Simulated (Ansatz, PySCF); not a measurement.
Molecule: sum formula BOCl, charge 0, multiplicity 1. SMILES: B(=O)Cl
Geometry from a B3LYP-D3(BJ)/def2-TZVP (Ansatz, a quantum-chemistry and plane-wave program) optimisation:
```xyz
3

B      0.0000     0.0000    -0.6343
O      0.0000     0.0000    -1.8390
Cl     0.0000     0.0000     1.0520
```
Charge 0, spin multiplicity 1.

Wanted: vertical ionisation energy (to the doublet state of charge +1; each state is the SCF solution reached for its spin; for the doublet T1 is 0.046), in eV. Cores are frozen in the correlated levels unless marked. Open shells are spin-unrestricted. Spin-orbit coupling is left out. No relativistic terms. 

| level | program | vertical ionisation energy (eV) |
|---|---|---|
| B3LYP/def2-TZVPD | Ansatz | 12.55 |
| CAM-B3LYP/def2-TZVPD | Ansatz | 12.73 |
| wB97X-V/def2-TZVPD | Ansatz | 12.73 |
| CCSD/aug-cc-pV(D+d)Z | Ansatz | 12.65 |
| CCSD(T)/aug-cc-pV(D+d)Z | Ansatz | 12.68 |
| CCSD(T)/aug-cc-pV(T+d)Z | Ansatz | 12.82 |

For comparison, minus the highest occupied orbital energy (PySCF): 8.55 eV at TPSS/def2-TZVPD, 11.47 eV at M06-2X/def2-TZVPD, 8.59 eV at BP86/def2-TZVPD.
